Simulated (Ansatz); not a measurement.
Sn2O4⁻. The state is a doublet with charge -1. Geometry r2SCAN-D4/def2-SVP, that of the neutral singlet.

```xyz
6

Sn    1.1360   -0.3696    1.4032
Sn   -1.4334   -0.6716   -0.6181
O     0.7244    1.0517   -0.4900
O    -0.7675   -0.9110    1.2900
O     0.9525   -0.4076   -0.8046
O    -0.6120    1.3082   -0.7804
```

In the def2 sets Sn takes a core potential; there is no spin–orbit coupling. The structure holds 2 bonds between oxygen atoms, so isomers without such links may lie far lower. At PBE-D4/def2-TZVPD, PBE0-D4/def2-TZVPD the highest occupied level of the charge -1 doublet lies above zero (up to 1.45 eV). By energy differences its removal costs 0.67 eV (vertical, to the charge 0 singlet, at PBE-D4/def2-TZVPD); a positive level beside a positive removal energy at the same level points to self-interaction error. At PBE-D4/def2-TZVPD the gap within one spin of the charge -1 doublet nearly closes, so an electron or hole may be smeared out by delocalisation error. The structure comes from a short search, and lower isomers may exist.

Estimate the α-spin orbital energies around the gap (eV) in Ansatz with PBE-D4/def2-TZVPD, PBE0-D4/def2-TZVPD.


| orbital | PBE-D4/def2-TZVPD | PBE0-D4/def2-TZVPD |
| --- | --- | --- |
| HOMO−5 | -2.62 | -4.13 |
| HOMO−4 | -2.35 | -3.80 |
| HOMO−3 | -2.21 | -3.59 |
| HOMO−2 | -1.77 | -2.87 |
| HOMO−1 | -0.79 | -2.41 |
| HOMO | 1.45 | 0.93 |
| LUMO | 1.49 | 1.95 |
| LUMO+1 | 2.25 | 2.92 |
| LUMO+2 | 2.58 | 3.07 |
| LUMO+3 | 2.91 | 3.51 |
| LUMO+4 | 3.06 | 3.68 |
| LUMO+5 | 3.10 | 3.92 |
| β HOMO | -0.67 | -2.26 |
| β LUMO | 1.82 | 2.12 |
